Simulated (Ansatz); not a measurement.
BrClGaH (`[Cl][GaH][Br]`). Total charge 0; spin multiplicity 1.

**Question.** What are the harmonic wavenumbers in cm⁻¹ at PBE0-D4/def2-TZVP (Ansatz, finite differences of forces, unscaled)? (Best estimate.)

**Answer.** Computed: 114, 310, 431, 435, 599, 2056.

**Question.** Is this a minimum?

**Answer.** Yes, all 6 modes are real.

**Question.** Give the ideal-gas thermochemistry at 298.15 K and 1 bar (rigid rotor, harmonic oscillator; point group Cs, symmetry number 1).

**Answer.** Zero-point energy 23.6 kJ/mol; H(298) − E = 38.3 kJ/mol; entropy 317.5 J/(mol·K), of which translation 174.0, rotation 115.4, vibration 28.1; G(298) − E = -56.3 kJ/mol.

**Question.** And at 400, 500, 600, 800 and 1000 K?

**Answer.** 
| T (K) | H − E (kJ/mol) | S (J/mol/K) | G − E (kJ/mol) |
| --- | --- | --- | --- |
| 400 | 45.1 | 337.0 | -89.7 |
| 500 | 52.1 | 352.6 | -124.2 |
| 600 | 59.3 | 365.8 | -160.1 |
| 800 | 74.3 | 387.3 | -235.5 |
| 1000 | 89.7 | 404.4 | -314.8 |

**Question.** Rotational constants (cm⁻¹)?

**Answer.** 0.2848, 0.045, 0.03886.
